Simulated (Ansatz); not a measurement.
Consider the ligand exchange at the Si–O bond: `Cl[SiH2][O][SnH3]` + `N[SiH](O)O` → `O[SiH](O)N[SiH2]Cl` + `[OH][SnH3]`.

Isolated molecules relaxed with PBE0-D4/def2-TZVP in Ansatz; ΔE leaves out vibrations. CCSD(T)/CBS is the MP2 limit (def2-TZVPP, def2-QZVPP) plus CCSD(T) − MP2 in def2-TZVPP, frozen cores. This one scheme is used for every species. Functionals use def2-TZVPP. Elements past krypton have def2 core potentials. For Sn outer-core shells are correlated without core-valence functions, which leaves a few kJ/mol of doubt a bond. Each species was taken in one conformer, which may not be the lowest.

CCSD(T)/CBS gives +14.2 kcal/mol.

Another level gave +13.0 kcal/mol. Which?
A. PBE-D4/def2-TZVPP
B. PBE0/def2-TZVPP
C. HF/def2-TZVPP
D. CCSD/def2-TZVPP

B. PBE0 13.0, HF/def2-TZVPP 17.3, CCSD/def2-TZVPP 14.5, PBE-D4 11.5 kcal/mol.

Largest T1 diagnostic among the species: 0.014.

In def2-TZVPP, CCSD(T) changes the Hartree–Fock value by −3.4 kcal/mol (the triples alone add −0.6 kcal/mol) and MP2 by −3.3 kcal/mol. The D4 term adds −1.0 kcal/mol with B3LYP and −0.6 kcal/mol with PBE0; it sums over pairs of atoms, weighted by their polarisabilities, and B3LYP, whose exchange is more repulsive, gets the larger term. From PBE to PBE0 (25 % exact exchange), in def2-TZVPP and without D4, ΔE moves by +0.8 kcal/mol.

B3LYP here is the variant with VWN-RPA as its local correlation; programs differ in this.
